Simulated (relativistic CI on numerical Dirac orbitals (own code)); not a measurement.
**Zn4+: 3p photoemission**

Computed with this model: Dirac-Coulomb-Breit CI, KLI orbitals optimised for each configuration, model QED (radiative potential, 1s self-energy scaled to tabulated hydrogen-like ionisation energies), valence Slater integrals scaled by 0.9, multiplet model of photoemission in the sudden approximation; configurations [Ar] 3d8 → [Ne] 3s2 3p5 3d8; 300 K; Lorentzian 0.56 eV and Gaussian 0.6 eV FWHM. Energies are those of the free ion, without screening or charge transfer. The energies are binding energies and can lie tens of eV above those of solids. S is read from ⟨S²⟩ = S(S + 1).

Field parameters in Wybourne normalisation: D4h B²₀ = −7Ds, B⁴₀ = 21(Dq − Dt), B⁴₄ = 21√(5/14) Dq. The field is a parameter set, without covalency.

free ion: ground-state S = 1.00, centroid 166.53 eV. Peaks (eV, height): 157.7 (100), 161.0 (26), 164.5 (73), 166.0 (42), 169.6 (68), 174.1 (16), 178.1 (22), 180.8 (46), 182.8 (8).

D4h, 10Dq = 22450, Ds = -1500, Dt = -320 cm⁻¹: ground-state S = 1.00, centroid 166.54 eV. Peaks (eV, height): 159.2 (100), 160.5 (67), 163.9 (13), 167.6 (39), 168.7 (34), 173.7 (11), 176.1 (17), 177.7 (27), 181.7 (14), 183.9 (10).

Strongest unbroadened transitions for D4h, 10Dq = 22450, Ds = -1500, Dt = -320 cm⁻¹:

```tsv
Energy (eV)	Relative strength
159.20	70.2
159.22	42.3
159.23	100.0
160.49	60.4
160.53	60.4
161.37	49.5
161.99	26.8
162.75	12.0
167.35	20.2
167.46	16.5
167.61	13.1
167.90	16.1
168.63	11.6
168.70	20.5
176.05	16.2
177.72	24.0
177.74	24.3
180.85	11.3
```
